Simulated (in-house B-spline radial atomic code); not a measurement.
Ga²⁺. Computed with a B-spline radial atomic code. Model: all-electron spherical atom, spin shells full or empty, radial basis limit, no spin-orbit coupling, Breit or QED, empty-state partial waves extrapolated as (l+1/2)^-4, RPA, G0W0 and static COHSEX of the highest shell as one setting changes (uncorrelated shells keep exact exchange).

In a row where one electron alone is correlated, RPA and GW hold only self-correlation.

Given: element Ga; charge 2; filled core Ar; hamiltonian one-electron scalar X2C; mean-field start PBE; highest l of empty states 9; nuclear rms radius 3.9973 fm; highest mean-field shell 4s up.

Shell: 3d 5 5, 4s 1 0 (electrons up and down).

| lowest nl shells left uncorrelated | RPA correlation energy (hartree) | G0W0 level (eV) | G0W0 minus most complete (meV) | COHSEX level (eV) |
| --- | --- | --- | --- | --- |
| 0 | -2.2258 | -31.624 | 0 | -33.307 |
| 1 | ? | ? | ? | ? |
| 2 | -1.8999 | -31.63 | -5.1 | -33.319 |
| 3 | -1.4148 | -31.616 | 8.9 | -33.292 |
| 4 | ? | ? | ? | ? |
| 5 | -0.70027 | -31.673 | -48.1 | -33.437 |
| 6 | -0.022176 | -30.826 | 798.5 | -32.058 |

Question: What follows for lowest nl shells left uncorrelated = 1?

Answer: RPA correlation energy -2.0757 hartree; G0W0 level -31.624 eV; G0W0 minus most complete 0.4 meV; COHSEX level -33.306 eV.

Question: What follows for lowest nl shells left uncorrelated = 4?

Answer: RPA correlation energy -1.2287 hartree; G0W0 level -31.711 eV; G0W0 minus most complete -87 meV; COHSEX level -33.477 eV.
